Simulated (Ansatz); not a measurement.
Two isomers of CH3FIIn: A = `[F][InH][CH2]I`, B = `F[CH2][InH][I]`.

Calculated with Ansatz (gas phase, PBE0-D4/def2-TZVP geometries, no zero-point term in ΔE). CBS: MP2 limit from def2 TZ/QZ plus the TZ coupled-cluster correction, frozen cores. Functionals use def2-TZVPP. Elements past krypton have def2 core potentials. For I, In outer-core shells are correlated without core-valence functions, which leaves a few kJ/mol of doubt a bond. Each species was taken in one conformer, which may not be the lowest.

Question: Which isomer does CCSD(T)/CBS put lower? Give the gap. (Estimate.)

Answer: Computed: B, by 3.2 kJ/mol.

Question: Give E(B) − E(A) in kJ/mol with CCSD(T)/def2-SVP, CCSD/def2-TZVPP, CCSD(T)/def2-TZVPP, BLYP-D4, PBE0-D4, PBE-D4, HF/def2-TZVPP. (An estimate is asked.)

Answer: The calculation gave: CCSD(T)/def2-SVP -28.8, CCSD/def2-TZVPP -14.4, CCSD(T)/def2-TZVPP -9.1, BLYP-D4 -12.0, PBE0-D4 -23.9, PBE-D4 -16.2, HF/def2-TZVPP -41.8. None reverses the order clearly.

Question: Does the order hold for the free energy at 298.15 K (harmonic terms from PBE0-D4)? (Best estimate.)

Answer: Computed: Too close to call: G(B) − G(A) = -0.1 kJ/mol, for one conformer each. Modes under 60 cm⁻¹, often nearly free rotors, make the harmonic entropy too high.

Largest T1 diagnostic: 0.013.

At CCSD(T), def2-SVP lies −25.6 kJ/mol from the extrapolated value and def2-TZVPP −5.8 kJ/mol. From PBE to PBE0 (25 % exact exchange), in def2-TZVPP and without D4, E(B) − E(A) moves by −7.2 kJ/mol.
